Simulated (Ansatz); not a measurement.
One change: `CCB(S)Br` becomes `COB(S)Br`.

Ansatz, PBE0-D4/def2-TZVP geometries, multiplicity 1. Each molecule was computed in one conformer, which needn't be the lowest.

Scalar relativity is left out up to krypton.

```tsv
property	`CCB(S)Br`
size of the dipole moment (B3LYP/def2-TZVPP) / D	2.15
HOMO–LUMO gap (ωB97M-V/def2-TZVPP) / eV	11.07
LUMO energy (PBE0/def2-TZVPP) / eV	-1.04
HOMO–LUMO gap (PBE/def2-TZVPP) / eV	4.83
HOMO energy (PBE0/def2-TZVPP) / eV	-7.96
size of the dipole moment (ωB97M-V/def2-TZVPP) / D	2.20
```

Q: Give the same properties after the change, and the shifts. (Best estimate.)

A: Computed: 
| property | `COB(S)Br` | shift |
| --- | --- | --- |
| size of the dipole moment (B3LYP/def2-TZVPP) / D | 2.01 | -0.14 |
| HOMO–LUMO gap (ωB97M-V/def2-TZVPP) / eV | 11.96 | 0.89 |
| LUMO energy (PBE0/def2-TZVPP) / eV | -0.19 | 0.85 |
| HOMO–LUMO gap (PBE/def2-TZVPP) / eV | 5.58 | 0.75 |
| HOMO energy (PBE0/def2-TZVPP) / eV | -7.94 | 0.02 |
| size of the dipole moment (ωB97M-V/def2-TZVPP) / D | 2.04 | -0.16 |

The zero-point energy changes by -59.4 kJ/mol with -6 modes. Dipoles are sizes alone; their direction can turn.

B3LYP here is the variant with VWN-RPA as its local correlation; programs differ in this.

Spin–orbit coupling is left out; it splits and shifts lone-pair levels of the heavy atoms by tenths of an eV.
